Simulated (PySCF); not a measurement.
A TDDFT job was run through a driver script with this input:

```
{"job": {"kind": "uv", "xc": "PBE0", "basis": "def2-SVPD", "nstates": 6, "ntriplets": 2}, "charge": 1, "multiplicity": 1}
C     -1.601601     0.047915    -0.170032
C     -0.213374     0.585728    -0.006094
F     -0.045617     1.334978     1.090954
F      0.195837     1.314714    -1.046083
C      0.870987    -0.660107     0.173189
F      0.635353    -1.584926    -0.779974
C      2.182145    -0.137176     0.118969
O      3.164513     0.383373     0.071700
H     -1.668411    -0.603238    -1.039495
H     -2.262559     0.903802    -0.332070
H     -1.929168    -0.479546     0.722424
H      0.673092    -1.106202     1.170485
```

Output (SCF cycles cut):

```
converged SCF energy = -528.3186848337

Static polarisability (au): isotropic 50.833, principal 40.478 44.370 67.652

Singlet excitations
state   eV       nm        f      main configurations
  1   4.6263    268.0   0.01026   H->L 0.94
  2   5.6233    220.5   0.10140   H->L+1 0.88
  3   6.0308    205.6   0.00340   H-1->L 0.56, H-2->L 0.41
  4   6.1156    202.7   0.03915   H-2->L 0.51, H-1->L 0.33, H-3->L 0.10
  5   6.5288    189.9   0.01150   H-3->L 0.62, H-5->L 0.12, H-1->L+1 0.08
  6   6.5793    188.4   0.00186   H-1->L+1 0.48, H-2->L+1 0.47

Triplet excitations (Tamm-Dancoff, eV): 4.3015 4.8508
```

Theory: TDDFT PBE0/def2-SVPD, vertical, gas phase, core orbitals frozen in the response (PySCF 2.14.0, density-fitted response routines). One conformer (not necessarily the lowest) at the GFN2-xTB geometry, without solvent, vibrations or thermal averaging.

**Question.** Which orbital energies lie behind H and L?

**Answer.** HOMO -15.33 eV and LUMO -9.24 eV, a gap of 6.09 eV; state 1 differs from that by -1.46 eV.

**Question.** What transition dipole goes with state 2?

**Answer.** |μ|² = 3f / (2ΔE) = 3 × 0.1014 / (2 × 0.2067) = 0.736 au, so |μ| = 2.18 D.

**Question.** How many basis functions and electrons does this run hold?

**Answer.** 204 basis functions for 62 electrons in 31 doubly occupied orbitals.

**Question.** Give the mean polarisability in Å³.

**Answer.** 50.83 au × 0.148185 = 7.53 Å³.

**Question.** What is the gap between the lowest singlet and the lowest triplet?

**Answer.** 4.6263 − 4.3015 = 0.3248 eV (full response against Tamm–Dancoff).

**Question.** Which species is it?

**Answer.** `C([C@H](F)C(F)(F)C)#[O+]` ([C4H4F3O]+), point group C1.

H and L stand for HOMO and LUMO.

The values belong to the conformer `[CH3:1][C:2]([F:3])([F:4])[C@@H:5]([F:6])[C:7]#[O+:8]`: C1–C2–C5–F6 48°.
